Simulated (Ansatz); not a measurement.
Cl2NbO (SMILES [O]=[Nb+]([Cl])[Cl]), charge +1, singlet, geometry from GFN2-xTB (such geometries of metal compounds can be far from the true shape) (the multiplicity is a formal guess) (all electrons, no relativity); Ansatz (a first-principles code) with BLYP/3-21G.

Here is a job for Ansatz.
Ansatz 0.2 input:
```yaml
crystal:
  periodic: [false, false, false]
  atoms:
    - {symbol: Nb, position_ang: [0.44595350, 0.29895604, 0.07331566]}
    - {symbol: O, position_ang: [1.46993188, -0.94361898, -0.44723207]}
    - {symbol: Cl, position_ang: [-0.76328112, -0.71153418, 1.62148469]}
    - {symbol: Cl, position_ang: [-1.00398643, 0.43457855, -1.58784266]}
basis:
  gaussian:
    orbitals: 3-21G.json
hamiltonian:
  xc: blyp
total_charge: 1
```
The basis file holds 3-21G in the JSON format of the Basis Set Exchange.

Question: Predict the main parts of the log of this Ansatz run.

Answer: 
```
Functional definition: BLYP
939 factors; their error is unknown
mean field evaluation 1: about -128656.1533 eV, gradient 9.8e1 eV
mean field evaluation 2: about -128348.7014 eV, gradient 3.0e2 eV
mean field evaluation 4: about -128651.3757 eV, gradient 9.9e1 eV
mean field evaluation 8: about -128674.1610 eV, gradient 5.8e-1 eV
mean field evaluation 16: about -128674.0889 eV, gradient 8.4e-5 eV
mean field -128674.08886793 eV, -4728.6855474664 hartree, gradient 8.4e-5 eV, S^2 0.000000; 0 other end points of the search recorded, 0 dependent functions left out
reference -128674.08928295 eV, -4728.6855627183 hartree; 41, 41 occupied and 33, 33 virtual orbitals, 939 factors
Total energy: -128674.08928295 eV, -4728.6855627183 hartree
```
